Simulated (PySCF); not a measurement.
Species: C2H7FOSi2.
InChI=1S/C2H7FOSi2/c3-6-2-1-5-4-6/h6H,1-2,5H2/t6-/m1/s1

A linear-response calculation (PySCF, def2-SVPD basis, gas phase, vertical, core orbitals frozen in the response) gave these numbers; the functional is withheld.

Orbital energies (eV): HOMO-3 -11.62, HOMO-2 -10.54, HOMO-1 -10.26, HOMO -9.95, LUMO 1.01, LUMO+1 1.15, LUMO+2 1.63.

```tsv
state	E (eV)	f	main configurations (H = HOMO, L = LUMO)
S1	7.63	0.0095	H→L (56%), H-1→L (17%), H→L+1 (11%)
S2	7.83	0.0017	H-1→L (24%), H-2→L (20%), H→L (18%)
S3	8.00	0.016	H→L+1 (60%), H→L (14%), H-2→L+1 (9%)
S4	8.22	0.0069	H-1→L (28%), H-2→L (19%), H→L+2 (10%)
S5	8.38	0.036	H→L+2 (31%), H-1→L+1 (20%), H-1→L (18%)
S6	8.49	0.052	H→L+3 (23%), H-2→L (20%), H→L+2 (18%)
```

Triplets (Tamm–Dancoff): T1 7.27 eV, H→L (30%), H-1→L (25%), H-1→L+1 (18%); T2 7.42 eV, H-2→L (26%), H-2→L+1 (20%), H→L (19%); T3 7.68 eV, H→L+1 (42%), H→L (33%), H→L+4 (8%); T4 7.90 eV, H→L+2 (27%), H-1→L+2 (17%), H-1→L (12%).

Vertical ionisation energy by ΔSCF with the same functional: 10.75 eV. Mean static polarisability: 71.9 au.

Question: Name the functional.
A. CAM-B3LYP
B. PBE
C. HF
D. B3LYP

Answer: A. CAM-B3LYP is range-separated, 19% exact exchange at short range and 65% at long range (ω = 0.33 bohr⁻¹). In this run −ε(HOMO) = 9.95 eV differs from the ΔSCF value by -0.81 eV, and S1 differs from the orbital gap of 10.96 eV by -3.33 eV. The ratio −ε(HOMO)/IP is 0.93. Usual ranges for neutral molecules in this basis: 0.85 to 0.93 with CAM-B3LYP, 0.5 to 0.7 with PBE, 0.67 to 0.83 with B3LYP; Hartree–Fock can't fall below 1, since the ion's relaxation only lowers the ΔSCF value. The other options: PBE, a GGA without exact exchange; HF, time-dependent Hartree–Fock, 100% exact exchange; B3LYP, a global hybrid with 20% exact exchange.

Level of theory: TDDFT CAM-B3LYP/def2-SVPD, vertical, gas phase, core orbitals frozen in the response in PySCF. Isolated species at its PBE0-D3(BJ)/def2-SVP geometry (one conformer only).

Time: 2.5 min (grids of density and orbitals included); peak memory 1.1 GiB. Hardware: an Arm Neoverse V2 with one thread (shared host).

Without π bonds the low states are Rydberg-like; a valence basis with one diffuse set may place them up to an eV too high.
